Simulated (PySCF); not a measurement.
**Radial density of Pd³¹⁺ (palladium, charge +31)**

UHF, [Ne] 3s2 3p3, high-spin 4S determinant. Calculation: PySCF 2.14, in an even-tempered Gaussian basis (16 s from 4.7 bohr⁻², ratio 2.5; 10 p from 6.1 bohr⁻², ratio 2.5; 5 d from 26 bohr⁻², ratio 2.7; 4 f from 38 bohr⁻², ratio 2.7); the non-relativistic Hamiltonian (point nucleus).

```csv
r (bohr),4πr²ρ (e/bohr),4πr²(ρα − ρβ)
0.000612,0.3055,0.0000
0.00103,0.8316,0.0000
0.00173,2.206,0.0002
0.00291,5.598,0.0006
0.00490,13.19,0.0030
0.00825,27.48,0.0177
0.0139,46.61,0.1028
0.0233,57.36,0.5203
0.0392,49.95,1.9428
0.0660,55.48,4.0105
0.111,65.72,1.7924
0.187,26.63,2.0015
0.314,20.48,11.4984
0.528,4.094,2.2884
0.889,0.03624,0.0176
```

A non-relativistic calculation at this Z misses sizeable relativistic shifts. Spin-orbit coupling is strong in this species (close to jj coupling), so the high-spin LS determinant is a model state, not a physical level.
